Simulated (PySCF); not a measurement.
**Radial density of Si²⁺ (silicon, charge +2)**

UHF, [Ne] 3s2, closed-shell 1S. Computed with PySCF 2.14 in aug-cc-pCVQZ-DK, with scalar relativity by spin-free X2C-1e.

```
r (bohr)  4πr²ρ (e/bohr)
 0.00179         0.07931
 0.00301          0.2085
 0.00506          0.5391
 0.00851           1.348
  0.0143           3.174
  0.0241           6.736
  0.0405           11.96
  0.0682           15.78
   0.115           13.45
   0.193           9.557
   0.324           13.25
   0.546           12.16
   0.918           3.499
    1.54           1.349
    2.60          0.6056
    4.37         0.02490
    7.34       3.074e-05
```

Densities and radii are taken from the X2C orbitals without a picture-change correction, which distorts them close to the nucleus.
